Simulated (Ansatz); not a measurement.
The same path of BrH + ClH3HfO3 (10 atoms, charge 0, multiplicity 1) was run twice with different band settings. Lost on the way: Hf1–Cl2, Br9–H10. Made: Hf1–Br9, Cl2–H10.

Method: RKS PBE0/def2-SVP in Ansatz.

Relaxed end points:

```xyz
10
Properties=species:S:1:pos:R:3
Hf -0.215 -0.358 0.120
Cl 0.013 0.006 2.493
O 1.527 -0.532 -0.648
H 2.374 -0.501 -1.088
O -1.146 1.128 -0.642
H -1.505 1.896 -1.082
O -1.214 -1.968 -0.162
H -1.691 -2.745 -0.445
Br 1.961 3.116 1.667
H 1.256 2.004 2.241
```

```xyz
10
Properties=species:S:1:pos:R:3
Hf 0.277 0.450 -0.457
Cl -0.285 -0.542 3.796
O 1.692 -0.274 -1.528
H 2.301 -0.778 -2.064
O -0.996 1.393 -1.536
H -1.717 1.710 -2.076
O -0.578 -0.924 0.549
H -0.870 -1.417 1.319
Br 1.247 2.017 1.322
H 0.288 0.414 3.128
```

Common settings: movable images 5; climbing image yes; spring 5.0 eV/Å²; optimiser quadratic models (default); force threshold 0.05 eV/Å; iteration limit 60; end points relaxed.

| run | start path |
| --- | --- |
| 1 | through a guess of the saddle point |
| 2 | straight line |

(1) What does each run give, and how far can it be trusted?

Answers

(1) Run 1: converged after 28 iterations, highest image 0.341 eV above the first end. A structure lower than the last end lies on the path between it and the top, so the climb from that side starts below the end, which may itself be a saddle point or a shallow side well. A vibrational analysis at the climbing image gives one clearly imaginary mode, 105i cm⁻¹: a first-order saddle point.
Run 2: converged after 30 iterations, highest image 0.335 eV above the first end. The order of the point at the top wasn't checked.
The orbitals stay closed-shell, which can raise the energy where a bond breaks towards radicals; this wasn't checked here.
